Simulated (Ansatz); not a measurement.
# What each rung costs, and what it gives

Saddle point of BSiH₇O₂, closed shell (BSiH₅O₂ ([OH][B]([OH])[SiH3]) + H₂ → BH₃O₂ ([OH][BH][OH]) + SiH₄; bonds formed: B1–H6, Si2–H5; bonds broken: B1–Si2, H5–H6), PBE0-D4/def2-TZVP structure:

```
11
angstrom
B -0.5780 0.4763 0.1310
Si 1.2580 -0.7024 -0.0995
O -0.7578 0.9995 -1.1642
O -1.5317 -0.2953 0.8280
H 0.4609 0.8456 0.7889
H -0.3242 1.4692 1.0093
H 2.3358 -0.0978 -0.9239
H 1.8409 -1.2572 1.1526
H 0.6027 -1.8075 -0.8527
H -1.5832 1.4847 -1.2369
H -1.7234 -1.1150 0.3674
```

Barriers are electronic and count from the start structure reached by relaxing down the imaginary mode.

Computed with Ansatz 0.2.0 (basis: as named in each row); correlated methods freeze the cores. B3LYP uses VWN-RPA correlation. Extrapolation: Hartree–Fock as exp(−7.88 √X), correlation as X^−2.97.

Times are rough, for one single point on 4 threads of a shared host (Intel Xeon Platinum 8175M).

The estimate by CCSD(T) at an estimated basis limit (MP2 extrapolated from triple and quadruple zeta, plus CCSD(T) − MP2 in triple zeta) is 2.100 eV.

| method | basis | time (s) | barrier (eV) | method less estimate |
| --- | --- | --- | --- | --- |
| HF | STO-3G | under 1 | 4.253 | 2.153 |
| PBE-D4 | STO-3G | under 1 | 3.520 | 1.419 |
| SPW92 | def2-SVP | under 1 | 1.244 | -0.856 |
| B3LYP-D4 | 6-31G | under 1 | 2.323 | 0.222 |
| PBE-D4 | def2-SVP | 1 | 1.608 | -0.492 |
| PBE0-D4 | def2-SVP | 1 | 1.720 | -0.380 |
| SPW92 | def2-TZVPP | 2 | 1.348 | -0.752 |
| PBE-D4 | def2-TZVPP | 3 | 1.706 | -0.394 |
| BLYP-D4 | def2-TZVPP | 3 | 1.968 | -0.133 |
| B3LYP-D4 | def2-TZVPP | 3 | 2.028 | -0.073 |
| BHLYP-D4 | def2-TZVPP | 3 | 2.184 | 0.083 |
| PBE0-D4 | def2-TZVPP | 4 | 1.815 | -0.285 |
| CAM-B3LYP-D4 | def2-TZVPP | 4 | 2.065 | -0.035 |
| wB97M-V | def2-SVP | 4 | 1.871 | -0.230 |
| CCSD(T) | def2-SVP | 4 | 2.119 | 0.019 |
| r2SCAN-D4 | def2-TZVPP | 4 | 1.818 | -0.282 |
| r2SCAN0-D4 | def2-TZVPP | 4 | 1.895 | -0.205 |
| PBE-QIDH | def2-TZVPP | 6 | 1.960 | -0.140 |
| B2PLYP | def2-TZVPP | 6 | 2.095 | -0.006 |
| RPA on PBE | def2-TZVPP | 6 | 2.114 | 0.014 |
| wB97M-V | def2-TZVPP | 8 | 2.007 | -0.093 |
| B97M-V | def2-TZVPP | 8 | 1.863 | -0.237 |
| wB97X-V | def2-TZVPP | 8 | 2.052 | -0.048 |
| MP2 | def2-QZVPP | 24 | 2.062 | -0.039 |
| CCSD(T) | def2-TZVPP | 74 | 2.099 | -0.001 |

All methods are single points on the PBE0-D4 structures.

No T1 diagnostic of these runs exceeds 0.014.

Labels in which every atom is bracketed show which atoms are joined, not bond orders.
